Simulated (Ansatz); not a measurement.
Gas-phase electronic energies from Ansatz, PBE0-D4/def2-TZVP geometries. CCSD(T)/CBS is the MP2 limit (def2-TZVPP, def2-QZVPP) plus CCSD(T) − MP2 in def2-TZVPP, frozen cores. For Ge outer-core shells are correlated without core-valence functions, which leaves a few kJ/mol of doubt a bond. Scalar relativity is left out up to krypton. One conformer a species, not always the lowest.

Reaction (redistribution): `OP[SiH3]` + `[SH][GeH]1[CH2][NH]1` → `[SiH3][GeH]1[CH2][NH]1` + `OPS`

```json
{"species": "`OP[SiH3]`", "CCSD/def2-TZVPP energy (Eh)": "-708.07304"}
{"species": "`[SH][GeH]1[CH2][NH]1`", "CCSD/def2-TZVPP energy (Eh)": "-2568.98542"}
{"species": "`[SiH3][GeH]1[CH2][NH]1`", "CCSD/def2-TZVPP energy (Eh)": "-2461.48671"}
{"species": "`OPS`", "CCSD/def2-TZVPP energy (Eh)": "-815.57263"}
```

Q: Work out ΔE.

A: ΔE = (-2461.48671) + (-815.57263) − (-708.07304) − (-2568.98542) = -0.00088 Eh = -2.3 kJ/mol. CCSD(T)/CBS gives -10.9 kJ/mol.

Largest T1 diagnostic among the species: 0.014.

In def2-TZVPP, CCSD(T) changes the Hartree–Fock value by −15.0 kJ/mol (the triples alone add −2.9 kJ/mol) and MP2 by −17.4 kJ/mol. From PBE to PBE0 (25 % exact exchange), in def2-TZVPP and without D4, ΔE moves by +6.0 kJ/mol.
